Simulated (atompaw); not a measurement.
# Before and after: PAW (atompaw) potential for iodine

iodine (I), PAW, made with atompaw 4.2.0.5 (PBE, scalar-relativistic). Core [Kr] 4d10, reference 5s2 5p5. Waves: 5s (bound): rc 2.00 bohr; 5s channel at -0.65 Ry: rc 2.00 bohr; 5p (bound): rc 2.00 bohr; 5p channel at 0.1 Ry: rc 2.00 bohr; 5d channel at -0.05 Ry: rc 1.80 bohr. Local part: bessel scheme, radius 1.50 bohr. Core correction: smooth core density matched at 1.90 bohr. Augmentation charge: sinc compensation charge, radius 1.90 bohr; PAW radius 2.00 bohr; waves and projectors: custom rrkj vanderbiltortho.

Change: all radii scaled by about 0.74 (s 1.48, p 1.48, d 1.34 bohr); local potential bessel scheme, radius 1.12 bohr; augmentation sinc compensation charge, radius 1.42 bohr; PAW radius 1.48 bohr; waves and projectors: custom rrkj vanderbiltortho; core correction smooth core density matched at 1.42 bohr.

Cutoffs: the cutoffs (Ry, on a coarse ladder) from which the occupation-weighted sum of valence levels, in a spherical-Bessel basis at the reference potential, stays within 10 and 1 mRy of its value at 400 Ry; they do not see the model core or the augmentation charge, which bear on the density cutoff.

**Question.** What does the change do?

**Answer.** The potential gets harder (8 Ry and 21 Ry → 30 Ry and 50 Ry); a bound ghost appears in d, p, s, which as a rule spoils a file. A smaller radius makes the pseudo-wave follow the all-electron one further in, where it bends more sharply, so more plane waves are needed.

```tsv
quantity	base	changed
cutoff, loose	8 Ry	30 Ry
cutoff, tight	21 Ry	50 Ry
loose cutoff by channel (10 mRy a level)	s 6 Ry, p 6 Ry	s 18 Ry, p 25 Ry
bound ghosts	none	s, p, d
lowest overlap eigenvalue by channel	s 0.34, p 0.54, d 1.00	s 0.68, p 0.72, d 0.63
```

 A true bound ghost makes a file unfit for plane-wave use even where its test errors are small: the radial tests pick states by their node count and pass the ghost by. The cutoffs see the waves, projectors and local potential, not the compensation charge or the core.
